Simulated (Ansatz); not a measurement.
Ansatz (a program for electronic structure) input:

Ansatz 0.2 input:
```yaml
crystal:
  periodic: [false, false, false]
  atoms:
    - {symbol: C, position_ang: [2.02166073, -0.79252982, 0.11760948]}
    - {symbol: C, position_ang: [0.57899223, -0.40658639, 0.40581896]}
    - {symbol: C, position_ang: [-0.45405102, -1.00671627, -0.57213724]}
    - {symbol: C, position_ang: [-1.60422231, -0.05921005, -0.51208545]}
    - {symbol: C, position_ang: [-1.23433709, 1.20309518, 0.19644204]}
    - {symbol: C, position_ang: [0.29599430, 1.10289724, 0.33287285]}
    - {symbol: H, position_ang: [2.31674680, -0.46199058, -0.88196660]}
    - {symbol: H, position_ang: [2.70667420, -0.33643618, 0.83579751]}
    - {symbol: H, position_ang: [2.16172318, -1.87476082, 0.16579700]}
    - {symbol: H, position_ang: [0.31704085, -0.74786104, 1.41392682]}
    - {symbol: H, position_ang: [-0.02186878, -1.04974372, -1.58561309]}
    - {symbol: H, position_ang: [-0.72287468, -2.03808157, -0.32068022]}
    - {symbol: H, position_ang: [-2.58180050, -0.25882671, -0.92765745]}
    - {symbol: H, position_ang: [-1.55713971, 2.10629025, -0.33135866]}
    - {symbol: H, position_ang: [-1.70539840, 1.25487022, 1.19021339]}
    - {symbol: H, position_ang: [0.77333207, 1.51389089, -0.56242990]}
    - {symbol: H, position_ang: [0.68934394, 1.64694989, 1.19284743]}
basis:
  gaussian:
    orbitals: aug-cc-pVDZ
magnetization: {spin_polarized: true, initial_magnetization: 1}
correlation: {method: ccsd_t, electrons: outside_noble_gas}
output: {forces: true}
```

Task: Which total energy does the run end on?

Result: -234.56179 Eh (CCSD(T)/aug-cc-pVDZ). The basis has 237 functions.

It need not be the lowest isomer of its formula.
